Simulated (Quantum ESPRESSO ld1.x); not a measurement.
Q: Radial electron density D(r) = 4 pi r^2 rho(r) of an atom or ion with 22 electrons. Method: non-relativistic Kohn-Sham, LDA (Slater exchange, VWN5 correlation), spin-polarised, spherical densities, point nucleus; computed with ld1.x of Quantum ESPRESSO 7.5.

```
   r/bohr * D(r) (the largest magnitude, 31.1, reaches the edge; | marks zero)
 0.004062 |  *
 0.004617 |   *
 0.005289 |   *
  0.00606 |     *
 0.006887 |      *
 0.007891 |        *
 0.008968 |          *
  0.01027 |            *
  0.01168 |               *
  0.01338 |                  *
  0.01533 |                      *
  0.01742 |                          *
  0.01996 |                               *
  0.02268 |                                   *
  0.02599 |                                       *
  0.02954 |                                           *
  0.03384 |                                              *
  0.03877 |                                                 *
  0.04407 |                                                 *
  0.05049 |                                                 *
  0.05738 |                                               *
  0.06574 |                                            *
  0.07472 |                                         *
   0.0856 |                                       *
  0.09807 |                                      *
   0.1115 |                                       *
   0.1277 |                                         *
   0.1451 |                                              *
   0.1663 |                                                  *
    0.189 |                                                      *
   0.2165 |                                                      *
   0.2481 |                                                   *
   0.2819 |                                            *
    0.323 |                                   *
   0.3671 |                           *
   0.4206 |                    *
    0.478 |                  *
   0.5477 |                  *
   0.6275 |                    *
   0.7132 |                      *
   0.8171 |                      *
   0.9286 |                    *
    1.064 |                *
    1.209 |            *
    1.385 |        *
    1.587 |     *
    1.804 |  *
    2.067 | *
    2.349 |*
    2.691 |*
    3.059 *
    3.504 *
    4.015 *
    4.563 *
    5.228 *
    5.941 *
    6.807 *
```

What is the nuclear charge?

A: Z = 24. The innermost maximum, from 1s, lies near 1/Z = 0.0417 bohr (found: 0.0448), and its height grows with Z. The density is that of the chromium ion Cr2+ in [Ne] 3s2 3p5.75 3d4 4s0.25; the configuration itself is not fixed sharply by these data, and Z only to about a unit. D(r) has 3 maxima, at r = 0.0448, 0.206, 0.773 bohr, and minima at 0.0989, 0.502 bohr, inside which lie 2.12, 10.58 electrons.
